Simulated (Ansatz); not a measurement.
Basis-set extrapolation for C$_{4}$H$_{3}$F$_{3}$ (`C=C(F)C=C(F)F`) (PBE0-D4/def2-TZVP geometry, frozen core, the Gaussian-basis code of Ansatz). Multiplicity 1, RHF reference.

|  | def2-TZVPP | def2-QZVPP |
| --- | --- | --- |
| HF | -451.670564 | -451.690004 |
| MP2 correlation | -1.363202 | -1.475850 |
| CCSD(T) correlation | -1.438724 | not run |

Energies in hartree. Use E(X) = E(∞) + A·exp(−7.88·√X) for Hartree–Fock and E(X) = E(∞) + B·X^(−2.97) for correlation, with X = 3 and 4, and add CCSD(T) minus MP2 of the smaller set to the MP2 limit.

Q: What is the CCSD(T) energy at the basis-set limit?

A: HF limit: -451.690004 + (-0.019440) × 0.13774 = -451.69268. MP2 limit: -1.475850 + (-0.112648) × 0.74074 = -1.55929. Higher-order term: -1.438724 − (-1.363202) = -0.07552. Total: -453.32749 hartree, 572.9 kJ/mol below CCSD(T)/def2-TZVPP.
